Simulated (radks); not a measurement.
Spherical quantum dot in the effective-mass picture: electrons in a parabolic well V = omega^2 r^2 / 2 with omega = 0.142, with a point charge +1 (a donor) at the centre, all in effective atomic units (hartree* = m*/eps^2 hartree, bohr* = eps/m* bohr), one dielectric constant everywhere. Calculated with a radial shooting solver with Libxc functionals: non-relativistic Kohn-Sham, r2SCAN, spin-polarised, spherical densities, generalised Kohn-Sham scheme. Levels are named by radial order and angular momentum (1s, 1p, 1d, 2s, ...), and open shells are averaged over m.

N = 14, configuration 1s2 1p6 1d(up 4, down 0) 2s2. This is the lowest configuration that the search found. Occupied levels:

level    occupation  eigenvalue (hartree*)  <r> (bohr*)
1s down           1                 2.0515        3.222
1s up             1                 2.0522        3.755
1p up             3                 2.1200        6.676
2s up             1                 2.1333        5.227
1p down           3                 2.1428        6.359
2s down           1                 2.1556        5.522
1d up             4                 2.1752        7.188

Energy (hartree*): total 16.2940, kinetic 1.6914, external 2.5602, Hartree 14.348, exchange-correlation -2.3059.
